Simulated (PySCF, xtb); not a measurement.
C2H5NOSi, SMILES [Si@@H](N)(O)C#C. Other conformers were not sampled.

Harmonic wavenumbers (cm⁻¹) from GFN2-xTB in xtb 6.7.1 at its own minimum, in rising order: 116, 152, 216, 242, 295, 313, 325, 562, 624, 660, 667, 684, 688, 802, 833, 876, 928, 1531, 2219, 2266, 3351, 3477, 3521, 3679.

Problem. What does PBE-D3(BJ)/def2-SVP in PySCF give at its own minimum? (The exact figures need the calculation; the answer reports its results.)

Solution. 122, 144, 170, 255, 313, 336, 374, 404, 594, 697, 698, 708, 778, 819, 867, 900, 914, 1480, 2084, 2201, 3389, 3503, 3605, 3745. Paired by order, the mean absolute difference is 45 cm⁻¹ and the zero-point energies are 41.5 and 41.6 kcal/mol.
